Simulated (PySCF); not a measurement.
Pt²⁺: ionisation energy

Pt²⁺ [Xe] 4f14 5d8 (3F) → Pt³⁺ [Xe] 4f14 5d7 (4F), as a difference of total energies. Calculation: PySCF 2.14, in aug-cc-pwCVTZ-PP with ECP60MDF; a scalar-relativistic core potential. Correlated levels: valence and next inner shell: nothing frozen outside the core potential. The calculations carry no spin-orbit coupling.

```tsv
method	ionisation energy (eV)
UHF	29.093
MP2 (valence and next inner shell)	30.741
SCS-MP2 (valence and next inner shell)	30.651
CCSD (valence and next inner shell)	30.550
CCSD(T) (valence and next inner shell)	30.647
```

Question: How much does correlation contribute at CCSD(T) (valence and next inner shell)?

Answer: 30.647 − (29.093) = 1.554 eV, measured against UHF.

The reference lies between the lowest fine-structure levels, while these numbers refer to the centres of the terms.

Errors of the correlated levels include the incompleteness of this basis.

For comparison: 29 ± 1.6 eV (theoretical estimate listed by NIST; NIST Atomic Spectra Database, ionization energies).
